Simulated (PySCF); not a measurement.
The vertical singlet excitations below were computed for one of the candidates. Level of theory: PySCF 2.14.0, density-fitted response routines, TDDFT CAM-B3LYP/def2-SVPD, vertical, gas phase, core orbitals frozen in the response. Geometries: GFN2-xTB, one conformer each.

```json
{"state": "S1", "E (eV)": "5.46", "f": "0.025"}
{"state": "S2", "E (eV)": "5.89", "f": "0.073"}
{"state": "S3", "E (eV)": "6.31", "f": "0.026"}
{"state": "S4", "E (eV)": "6.45", "f": "0.013"}
{"state": "S5", "E (eV)": "6.50", "f": "0.0063"}
{"state": "S6", "E (eV)": "6.76", "f": "0.129"}
{"state": "S7", "E (eV)": "6.90", "f": "0.069"}
{"state": "S8", "E (eV)": "6.99", "f": "0.051"}
```

Question: Which candidate is it? All have the formula C5H10P2.
A. `CC#CP(C)CP`
B. `CP(/P=C/C=C)C`
C. `C#CCP(CP)C`

Answer: A. Its S1 lies at 5.46 eV; the nearest of the others has S1 at 6.21 eV. S1 is HOMO→LUMO+1 (71%). Löwdin shares by element: HOMO phosphorus 42% or more, carbon 41% or more (atoms not listed hold the other 18%); LUMO phosphorus 24%, carbon 23% or more (atoms not listed hold the other 53%). At the same level the other candidates give, for their lowest levels:
- `C#CCP(C)CP`: 6.21 eV (f 0.086); 6.41 eV (f 0.040); 6.53 eV (f 0.012); 6.57 eV (f 0.037); 6.68 eV (f 0.022); T1 5.27 eV; HOMO -7.92, LUMO 1.07 eV
- `C=C/C=P/P(C)C`: 3.37 eV (f 0.036); 4.37 eV (f 0.501); 5.19 eV (f 0.085); 5.57 eV (f 0.077); 5.82 eV (f 0.012); T1 2.01 eV; HOMO -7.41, LUMO -1.12 eV

Shape of the structure used: `[CH3:1][C:2]#[C:3][P:4]([CH3:5])[CH2:6][PH2:7]`: C3–P4–C6–P7 -75°, H–P7–C6–P4 47°, H–P7–C6–P4 -45°.
Triplets come from the Tamm–Dancoff approximation.
